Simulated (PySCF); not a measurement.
F4Si (SMILES F[Si](F)(F)F), singlet, at a GFN2-xTB geometry; PySCF with MP2/STO-3G.

PySCF was given this input:
```python
from pyscf import gto, scf, mp

mol = gto.Mole()
mol.atom = '''
    Si    0.000000   -0.000000    0.000000
    F     0.885523    0.904021    0.922295
    F    -0.913890   -0.912438    0.885605
    F    -0.894010    0.904082   -0.914011
    F     0.922377   -0.895666   -0.893889
'''
mol.basis = 'sto-3g'
mol.charge = 0
mol.spin = 0
mol.verbose = 4
mol.build()

mf = scf.RHF(mol)
mf.kernel()

pt = mp.MP2(mf, frozen=9)
pt.kernel()
print('E(MP2) = %.10f' % pt.e_tot)
```

Q: What does PySCF print? Leave out banner, timings and long lists.

A: 
```
PySCF version 2.14.0

[INPUT] verbose = 4
[INPUT] num. atoms = 5
[INPUT] num. electrons = 50
[INPUT] charge = 0
[INPUT] spin (= nelec alpha-beta = 2S) = 0
[INPUT] symmetry False subgroup None
[INPUT] Mole.unit = angstrom
[INPUT] Symbol           X                Y                Z      unit          X                Y                Z       unit  Magmom
[INPUT]  1 Si     0.000000000000   0.000000000000   0.000000000000 AA    0.000000000000   0.000000000000   0.000000000000 Bohr   0.0
[INPUT]  2 F      0.885523000000   0.904021000000   0.922295000000 AA    1.673395947003   1.708352100855   1.742884956056 Bohr   0.0
[INPUT]  3 F     -0.913890000000  -0.912438000000   0.885605000000 AA   -1.727001807979  -1.724257925646   1.673550904545 Bohr   0.0
[INPUT]  4 F     -0.894010000000   0.904082000000  -0.914011000000 AA   -1.689434052622   1.708467374149  -1.727230464840 Bohr   0.0
[INPUT]  5 F      0.922377000000  -0.895666000000  -0.893889000000 AA    1.743039913598  -1.692563439085  -1.689205395761 Bohr   0.0

nuclear repulsion = 270.896031705438
number of shells = 17
number of NR pGTOs = 87
number of NR cGTOs = 29
basis = sto-3g
ecp = {}

******** <class 'pyscf.scf.hf.RHF'> ********
method = RHF
initial guess = minao
damping factor = 0
level_shift factor = 0
DIIS = <class 'pyscf.scf.diis.CDIIS'>
diis_start_cycle = 1
diis_space = 8
diis_damp = 0
SCF conv_tol = 1e-09
SCF conv_tol_grad = None
SCF max_cycles = 50
direct_scf = True
direct_scf_tol = 1e-13
Set gradient conv threshold to 3.16228e-05
Initial guess from minao.
init E= -678.038219266696
  HOMO = -0.689009678194965  LUMO = 0.0973339707753073  gap/eV = 21.39750
cycle= 1 E= -677.72043192719  delta_E= 0.318  |g|= 0.54  |ddm|= 2.78
  HOMO = -0.418149238977953  LUMO = 0.399337419709032  gap/eV = 22.24495
cycle= 2 E= -677.842590131807  delta_E= -0.122  |g|= 0.0835  |ddm|= 0.976
  HOMO = -0.443070735744187  LUMO = 0.435761997388673  gap/eV = 23.91426
cycle= 3 E= -677.84547542326  delta_E= -0.00289  |g|= 0.0249  |ddm|= 0.127
  HOMO = -0.441827916500354  LUMO = 0.441943319658765  gap/eV = 24.04864
cycle= 4 E= -677.845943829254  delta_E= -0.000468  |g|= 0.00308  |ddm|= 0.0743
  HOMO = -0.441548518301302  LUMO = 0.442178578874056  gap/eV = 24.04744
cycle= 5 E= -677.845950835595  delta_E= -7.01e-06  |g|= 0.000231  |ddm|= 0.00964
  HOMO = -0.441592661739292  LUMO = 0.442179352200748  gap/eV = 24.04866
cycle= 6 E= -677.845950860815  delta_E= -2.52e-08  |g|= 1.5e-05  |ddm|= 0.000508
  HOMO = -0.44159105159989  LUMO = 0.442174320297655  gap/eV = 24.04848
cycle= 7 E= -677.845950860913  delta_E= -9.78e-11  |g|= 1.55e-06  |ddm|= 2.74e-05
  HOMO = -0.441591010690643  LUMO = 0.442174540821392  gap/eV = 24.04849
Extra cycle  E= -677.845950860915  delta_E= -2.27e-12  |g|= 3.62e-07  |ddm|= 3.19e-06
converged SCF energy = -677.845950860915

******** <class 'pyscf.mp.mp2.RMP2'> ********
nocc = 16, nmo = 20
frozen orbitals 9
E(RMP2) = -677.931930566659  E_corr = -0.0859797057438859
E(SCS-RMP2) = -677.934565915607  E_corr = -0.0886150546917999
E_corr(same-spin) = -0.0168006833086884
E_corr(oppo-spin) = -0.0691790224351976
E(MP2) = -677.9319305667
```
